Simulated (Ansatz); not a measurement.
C$_{3}$H$_{5}$BO, SMILES `C=C1CBO1`, relaxed with RKS PBE0-D4/def2-TZVP in the Gaussian-basis code of Ansatz from a PBE-D4/def2-SVP geometry. The force threshold is 0.005 eV/Å; the program also tests the step.

Charge 0, multiplicity 1.

Start:

```xyz
10

C    -0.755    0.667    1.465
C    -0.106    0.083    0.453
C    -0.063    0.139   -1.064
B     1.023   -0.993   -0.787
O     0.881   -0.927    0.595
H    -0.544    0.383    2.506
H    -1.508    1.438    1.258
H     0.292    1.100   -1.489
H    -1.003   -0.149   -1.577
H     1.784   -1.741   -1.360
```

Task: By how much does the energy fall, and how many steps does the optimiser take? (Estimate.)

Result: The calculation gave: 1.11 kcal/mol, in 7 steps.

Task: Which bonds change most? (An estimate is asked.)

Result: Ansatz gave: B4–H10 from 1.211 to 1.190 Å; C1–C2 from 1.336 to 1.317 Å; C3–H8 from 1.109 to 1.091 Å; C3–H9 from 1.109 to 1.091 Å.

Task: Give the relaxed structure. (Best estimate.)

Result: The calculation gave: 
```xyz
10

C    -0.745    0.660    1.448
C    -0.107    0.078    0.453
C    -0.063    0.138   -1.053
B     1.016   -0.984   -0.781
O     0.865   -0.926    0.588
H    -0.546    0.385    2.475
H    -1.480    1.425    1.239
H     0.281    1.088   -1.466
H    -0.988   -0.153   -1.554
H     1.766   -1.712   -1.350
```
